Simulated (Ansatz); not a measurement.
`FBB[SiH3]`. Charge 0, multiplicity 1.

Cartesian coordinates in Å:
```
F 0.308 0.195 2.685
B 0.632 -0.508 1.607
B 0.764 0.129 0.077
Si -0.787 0.276 -1.198
H 0.803 -1.695 1.775
H 1.824 0.489 -0.354
H -0.423 -0.161 -2.574
H -2.010 -0.457 -0.776
H -1.111 1.733 -1.241
```

Problem. What are the harmonic wavenumbers in cm⁻¹ at PBE0-D4/def2-TZVP (Ansatz, finite differences of forces, unscaled)? (Estimate.)

Solution. The calculation gave: 51, 95, 180, 247, 432, 500, 570, 732, 761, 870, 884, 920, 951, 976, 1102, 1341, 2192, 2215, 2225, 2521, 2608.

Problem. Is this a minimum?

Solution. Yes, all 21 modes are real.

Problem. Give the ideal-gas thermochemistry at 298.15 K and 1 bar (rigid rotor, harmonic oscillator; point group C1, symmetry number 1).

Solution. Zero-point energy 133.8 kJ/mol; H(298) − E = 153.8 kJ/mol; entropy 336.3 J/(mol·K), of which translation 162.5, rotation 108.2, vibration 65.6; G(298) − E = 53.5 kJ/mol. Modes under 100 cm⁻¹ are hindered rotations or soft bends, so the harmonic entropy is rough.

Problem. Rotational constants (cm⁻¹)?

Solution. 0.5628, 0.07232, 0.06883.
